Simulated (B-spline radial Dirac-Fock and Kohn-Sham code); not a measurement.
## Pb²⁺: eigenvalues, ΔSCF and the reference

System: Pb²⁺ in the configuration [Xe] 4f14 5d9 6s2 6p1 (not the ground configuration).

The density-functional columns are spherical, spin-unpolarised Dirac-Kohn-Sham results without Breit or QED terms: −ε is minus the orbital energy of the initial state and ΔSCF the difference of two total energies. The reference in the last column comes from Dirac-Fock ΔSCF + Breit + QED. All numbers are from a radial finite-basis atomic code, in eV; a selection of levels is shown. For the 1s level of heavy atoms much of the gap between ΔSCF and the reference is the Breit and QED part, -494.0 eV here; for other levels the error of the functional can be larger.

```tsv
level	LDA −ε	LDA ΔSCF	Dirac-Fock
K (1s)	87872.0	88515.3	88031.8
L1 (2s)	15725.5	15846.3	15899.9
L2 (2p1/2)	15114.5	15271.0	15231.7
L3 (2p3/2)	12927.6	13056.8	13067.3
M1 (3s)	3791.9	3828.3	3890.3
M2 (3p1/2)	3513.8	3553.0	3591.9
M3 (3p3/2)	3026.0	3060.8	3103.9
M4 (3d3/2)	2564.2	2606.2	2619.1
N1 (4s)	875.6	892.7	931.8
N2 (4p1/2)	755.0	772.0	802.2
N3 (4p3/2)	635.3	651.3	682.0
N4 (4d3/2)	437.6	453.4	471.1
N6 (4f5/2)	158.9	174.2	173.4
N7 (4f7/2)	153.9	169.0	168.6
O1 (5s)	166.8	176.3	185.7
O2 (5p1/2)	125.2	134.4	139.2
O3 (5p3/2)	102.4	111.0	116.8
O4,5 (5d)	42.82	50.23	49.11
P1 (6s)	30.33	35.40	32.83
P2,3 (6p)	19.44	23.56	22.71
```

Values without a named source are computed, but for edge energies of neutral atoms, which are taken from tables.
